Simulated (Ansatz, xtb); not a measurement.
Two isomers of C4H10GaN

We compare X, `[CH3][GaH][NH]C1CC1`, a singlet, with Y, `C=C[CH2][GaH][NH]C`, a singlet. Both are isolated molecules in the gas phase, relaxed with r2SCAN-D4/def2-SVP; each stands in its lowest conformer found.

Quicker runs give these differences E(Y) − E(X): GFN2-xTB +44.0 kJ/mol; HF/STO-3G +54.3 kJ/mol (at GFN2-xTB geometries); r2SCAN-D4/def2-SVP//GFN2-xTB +4.4 kJ/mol.

Q: Estimate E(Y) − E(X) at the level CCSD(T)/def2-SVP + ΔMP2/def2-TZVPP.

A: Calculated at CCSD(T)/def2-SVP + ΔMP2/def2-TZVPP: E(Y) − E(X) = −14.5 kJ/mol, so structure Y lies lower.

The same difference at several levels:

```
                             level            geometry  E(Y) − E(X) (kJ/mol)  departure from the last row (kJ/mol)  job, with rough time for the two
                          GFN2-xTB            GFN2-xTB                   +44.0                                 +58.6              optimisation, 0.48 s
                         HF/STO-3G            GFN2-xTB                   +54.3                                 +68.9              single point, 0.52 s
      r2SCAN-D4/def2-SVP//GFN2-xTB            GFN2-xTB                    +4.4                                 +19.0               single point, 5.1 s
                r2SCAN-D4/def2-SVP  r2SCAN-D4/def2-SVP                    +0.2                                 +14.7             optimisation, 2.1 min
                       HF/def2-SVP  r2SCAN-D4/def2-SVP                   −12.9                                  +1.7           part of the CCSD(T) run
                      MP2/def2-SVP  r2SCAN-D4/def2-SVP                    +1.0                                 +15.6           part of the CCSD(T) run
                  CCSD(T)/def2-SVP  r2SCAN-D4/def2-SVP                   −10.7                                  +3.8                      single point
CCSD(T)/def2-SVP + ΔMP2/def2-TZVPP  r2SCAN-D4/def2-SVP                   −14.5                                                   single point, 1.7 min
```

As drawn, Y has 1 C=C in place of 2 C–C. Structure X has a 3-membered ring, Y no ring.

GFN2-xTB, HF/STO-3G, r2SCAN-D4/def2-SVP//GFN2-xTB put the two in the other order. r2SCAN-D4/def2-SVP, MP2/def2-SVP find them nearly level. The largest departure from CCSD(T)/def2-SVP + ΔMP2/def2-TZVPP is that of HF/STO-3G, 68.9 kJ/mol. The last row adds to CCSD(T) the change of the MP2 difference between the two basis sets, here −3.8 kJ/mol.

With thermal terms from frequencies at re-optimised GFN2-xTB minima (ideal gas, soft modes damped towards free rotors, one conformer each, 298.15 K, 1 atm): the zero-point term adds −3.0 kJ/mol; ΔH is −15.9 and ΔG −19.0 kJ/mol.

The correlated steps freeze 14 core orbitals; the filled d shell of Ga is correlated, in a basis made for valence electrons. Run with Ansatz 0.2.0, xtb 6.7.1; the last row on 4 threads of Arm Neoverse V1 on a shared host.
